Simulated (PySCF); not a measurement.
oxetane-3-carbaldehyde (C4H6O2), SMILES O=CC1COC1.

The structure is a stationary point at ωB97X-D3(BJ)/def2-SVP. Other conformers were not sampled.

The numbers are results of SMD-M06-2X/def2-SVP (PySCF), not measurements.

Solvation free energies are E(SMD) − E(gas) at the gas-phase geometry, for 1 M in both phases. In vacuum the dipole moment is 1.05 D.

Computed solvation free energies in water, ethylethanoate, diethylether:
```json
[
 {"solvent": "water", "ΔG(solv) (kcal/mol)": "-6.6", "its non-electrostatic (CDS) part": "3.8", "dipole (D)": "1.37"},
 {"solvent": "ethylethanoate", "ΔG(solv) (kcal/mol)": "-6.7", "its non-electrostatic (CDS) part": "-2.2", "dipole (D)": "1.20"},
 {"solvent": "diethylether", "ΔG(solv) (kcal/mol)": "-6.6", "its non-electrostatic (CDS) part": "-2.6", "dipole (D)": "1.19"}
]
```
